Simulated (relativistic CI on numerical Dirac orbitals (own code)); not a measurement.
**C: calculation against measurement**

Computed by Dirac-Coulomb-Breit CI, KLI orbitals optimised for each configuration, a model potential for QED, valence Slater integrals scaled by 0.85, P86 correlation estimate, and configurations built on the next ion tied to the tabulated ionisation energy (semi-empirical) (own radial code, finite nucleus).

Configuration list (outside the closed core 1s2): 2s2 2p2, 2s 2p3, 2s2 2p 3s, 2s2 2p 3p, 2s2 2p 3d, 2s2 2p 4s, 2p4, 2s2 2p 4p, 2s2 2p 4d, 2s2 2p 4f, 2s2 3s2, 2s2 3s 3p, 2s2 3s 3d. Levels of other configurations are missing.

```
Configuration  Term (tabulated)  J  Measured (cm⁻¹)  Computed  Error  Purity (%)
      2s2 2p2                3P  0              0.0         0      0          98
      2s2 2p2                3P  1             16.4        15     -1          98
      2s2 2p2                3P  2             43.4        39     -4          98
      2s2 2p2                1D  2          10192.7     10586    393          98
      2s2 2p2                1S  0          21648.0     18362  -3286          94
       2s 2p3               5S°  2          33735.2     32091  -1644         100
    2s2 2p 3s               3P°  0          60333.4     60240    -94          99
    2s2 2p 3s               3P°  1          60352.6     60259    -93          99
    2s2 2p 3s               3P°  2          60393.2     60301    -92          99
    2s2 2p 3s               1P°  1          61981.8     61677   -305         100
       2s 2p3               3D°  3          64086.9     68161   4074          93
       2s 2p3               3D°  1          64089.9     68164   4074          93
       2s 2p3               3D°  2          64091.0     68164   4073          93
    2s2 2p 3p                1P  1          68856.3     68880     23          99
    2s2 2p 3p                3D  1          69689.5     69403   -286         100
    2s2 2p 3p                3D  2          69710.7     69424   -286         100
    2s2 2p 3p                3D  3          69744.0     69459   -286         100
    2s2 2p 3p                3S  1          70743.9     70251   -493         100
    2s2 2p 3p                3P  0          71352.5     70885   -467         100
    2s2 2p 3p                3P  1          71364.9     70898   -467         100
    2s2 2p 3p                3P  2          71385.4     70920   -466         100
    2s2 2p 3p                1D  2          72610.7     71739   -872          99
    2s2 2p 3p                1S  0          73975.9     73288   -688          94
       2s 2p3               3P°  1          75254.0     80471   5217          57
       2s 2p3               3P°  2          75255.3     80467   5212          57
       2s 2p3               3P°  0          75256.1     80474   5218          57
    2s2 2p 3d               1D°  2          77679.8     77142   -538          99
    2s2 2p 4s               3P°  0          78105.0     78022    -83          90
    2s2 2p 4s               3P°  1          78116.8     78037    -79          85
    2s2 2p 4s               3P°  2          78148.1     78081    -67          70
    2s2 2p 3d               3F°  2          78199.1     77547   -652         100
    2s2 2p 3d               3F°  3          78215.5     77565   -650          99
    2s2 2p 3d               3F°  4          78249.9     77596   -654         100
    2s2 2p 3d               3D°  1          78293.5     78066   -227          84
    2s2 2p 3d               3D°  2          78307.6     78062   -245          73
    2s2 2p 3d               3D°  3          78318.2     78079   -239          92
    2s2 2p 3d               1P°  1          78731.3     77951   -780          88
```

Measured levels from NIST Handbook of Basic Atomic Spectroscopic Data (Sansonetti and Martin, J. Phys. Chem. Ref. Data 34, 1559 (2005)); pairs were made by configuration, J and term (by order where the table uses no LS term), so strongly mixed levels may be paired wrongly.

Mean error by configuration (cm⁻¹): 2s2 2p2 -725; 2s 2p3 3746; 2s2 2p 3s -146; 2s2 2p 3p -429; 2s2 2p 3d -498; 2s2 2p 4s -76. Over the excited levels the mean absolute error is 1176 cm⁻¹ (36 of the 36 excited levels that our extract of the source holds in range could be paired), and the median relative error of those above 1,000 cm⁻¹ is 0.67 %.

Transition probabilities of persistent lines. The last column rescales the computed rate by the cube of measured over computed energy:

| λ measured (Å) | Lower | Upper | A tabulated (s⁻¹) | A computed | A rescaled |
| --- | --- | --- | --- | --- | --- |
| 1277.25 vacuum | 2s2 2p2 3P_0 | 2s2 2p 3d 3D°_1 | 1.27e+08 | 1.08e+08 | 1.09e+08 |
| 1277.28 vacuum | 2s2 2p2 3P_1 | 2s2 2p 3d 3D°_2 | 1.73e+08 | 2.74e+08 | 2.77e+08 |
| 1277.51 vacuum | 2s2 2p2 3P_1 | 2s2 2p 3d 3D°_1 | 9.12e+07 | 1.46e+08 | 1.48e+08 |
| 1277.55 vacuum | 2s2 2p2 3P_2 | 2s2 2p 3d 3D°_3 | 2.31e+08 | 2.91e+08 | 2.94e+08 |
| 1280.33 vacuum | 2s2 2p2 3P_2 | 2s2 2p 4s 3P°_2 | 5.77e+07 | 2.09e+08 | 2.10e+08 |
| 1560.68 vacuum | 2s2 2p2 3P_1 | 2s 2p3 3D°_2 | 9.08e+07 | 2.11e+08 | 1.76e+08 |
| 1560.71 vacuum | 2s2 2p2 3P_1 | 2s 2p3 3D°_1 | 5.05e+07 | 1.17e+08 | 9.70e+07 |
| 1561.44 vacuum | 2s2 2p2 3P_2 | 2s 2p3 3D°_3 | 1.21e+08 | 2.81e+08 | 2.33e+08 |
| 1656.27 vacuum | 2s2 2p2 3P_1 | 2s2 2p 3s 3P°_2 | 8.58e+07 | 6.31e+07 | 6.34e+07 |
| 1656.93 vacuum | 2s2 2p2 3P_0 | 2s2 2p 3s 3P°_1 | 1.13e+08 | 8.40e+07 | 8.44e+07 |
| 1657.01 vacuum | 2s2 2p2 3P_2 | 2s2 2p 3s 3P°_2 | 2.52e+08 | 1.89e+08 | 1.90e+08 |
| 1657.38 vacuum | 2s2 2p2 3P_1 | 2s2 2p 3s 3P°_1 | 8.64e+07 | 6.29e+07 | 6.31e+07 |
| 1657.91 vacuum | 2s2 2p2 3P_1 | 2s2 2p 3s 3P°_0 | 3.43e+08 | 2.52e+08 | 2.53e+08 |
| 1658.12 vacuum | 2s2 2p2 3P_2 | 2s2 2p 3s 3P°_1 | 1.44e+08 | 1.05e+08 | 1.05e+08 |
| 1751.83 vacuum | 2s2 2p2 1S_0 | 2s2 2p 3d 1P°_1 | 9.07e+07 | 1.06e+08 | 9.35e+07 |
| 1930.91 vacuum | 2s2 2p2 1D_2 | 2s2 2p 3s 1P°_1 | 3.51e+08 | 3.11e+08 | 3.24e+08 |
| 2478.56 air | 2s2 2p2 1S_0 | 2s2 2p 3s 1P°_1 | 3.40e+07 | 5.31e+07 | 4.29e+07 |
| 8335.15 air | 2s2 2p 3s 1P°_1 | 2s2 2p 3p 1S_0 | 3.51e+07 | 3.56e+07 | 3.92e+07 |
| 9405.73 air | 2s2 2p 3s 1P°_1 | 2s2 2p 3p 1D_2 | 2.91e+07 | 2.82e+07 | 3.33e+07 |
| 11753.32 air | 2s2 2p 3p 3D_3 | 2s2 2p 3d 3F°_4 | 2.63e+07 | 2.70e+07 | 3.09e+07 |
| 11754.76 air | 2s2 2p 3p 3D_2 | 2s2 2p 3d 3F°_3 | 2.40e+07 | 2.43e+07 | 2.77e+07 |
